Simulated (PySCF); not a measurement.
C3H3N2, SMILES C1=C[N]N=C1 (connectivity only; charge and spin as stated), charge -1, multiplicity 1.

The structure is a stationary point at r2SCAN-D4/def2-SVPD. The multiplicity is an assumed one; other spin states were not compared. The isomer is the one that the SMILES or the coordinates give; other isomers of the formula were not compared.

Computed with r2SCAN-D4/def2-SVPD (PySCF 2.14.0).

No scaling factor is applied to the harmonic values.

```tsv
mode	ν (cm⁻¹)	IR (km/mol)	Raman (Å⁴/amu)	depolarisation	moving atoms (share of kinetic energy)
1	644	40.4	0.4	0.75	C 64 %, H 31 %
2	680	46.1	1.3	0.75	H 75 %, C 19 %
3	709	0.0	0.0	–	N 72 %, C 28 %
4	767	0.0	1.0	0.75	H 81 %, C 16 %
5	797	14.8	0.2	0.75	H 77 %, C 23 %
6	899	1.7	6.1	0.75	H 40 %, N 35 %, C 24 %
7	926	2.2	1.0	0.70	C 80 %, N 12 %
8	1020	12.5	1.8	0.75	H 50 %, N 34 %, C 16 %
9	1035	32.7	2.3	0.75	H 57 %, N 36 %
10	1148	0.8	20.2	0.05	N 53 %, C 30 %, H 18 %
11	1163	1.4	2.0	0.75	H 62 %, N 20 %, C 17 %
12	1237	0.2	38.6	0.05	N 49 %, C 43 %, H 9 %
13	1373	5.7	3.1	0.75	C 48 %, N 30 %, H 23 %
14	1420	1.2	7.4	0.75	C 84 %, H 14 %
15	1482	25.1	4.8	0.40	C 69 %, H 22 %, N 8 %
16	3138	0.1	239.6	0.49	H 92 %
17	3142	141.4	26.0	0.75	H 92 %, C 8 %
18	3185	63.2	216.7	0.15	H 91 %, C 9 %
```
